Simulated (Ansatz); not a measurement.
Consider the formal exchange of groups at a C–B bond: `N=CB(O)Cl` + `C[O][SnH3]` → `C[O][SnH2][CH]=N` + `OBCl`.

Computed with Ansatz on PBE0-D4/def2-TZVP structures; ΔE is electronic, products minus reactants. CCSD(T)/CBS is the MP2 limit (def2-TZVPP, def2-QZVPP) plus CCSD(T) − MP2 in def2-TZVPP, frozen cores. This one scheme is used for every species. Elements past krypton have def2 core potentials. For Sn outer-core shells are correlated without core-valence functions, which leaves a few kJ/mol of doubt a bond. Each species was taken in one conformer, which may not be the lowest.

```
           species  HF/def2-SVP energy (Eh)
       `N=CB(O)Cl`               -652.90279
      `C[O][SnH3]`               -329.44413
`C[O][SnH2][CH]=N`               -422.24679
            `OBCl`               -560.08534
```

Task: Work out ΔE.

Result: ΔE = (-422.24679) + (-560.08534) − (-652.90279) − (-329.44413) = 0.01479 Eh = +0.40 eV. CCSD(T)/CBS gives +0.21 eV.

Largest T1 diagnostic among the species: 0.014.

Leaving LDA and LC-ωPBE aside and taking each functional with its dispersion term where it has one, the values, not all of them listed here, spread over 0.19 eV, from BLYP-D4 to B97M-V. LDA lies +0.06 eV from PBE without D4. From PBE to PBE0 (25 % exact exchange), in def2-TZVPP and without D4, ΔE moves by +0.05 eV. At CCSD(T), def2-SVP lies +0.12 eV from the extrapolated value and def2-TZVPP +0.03 eV.
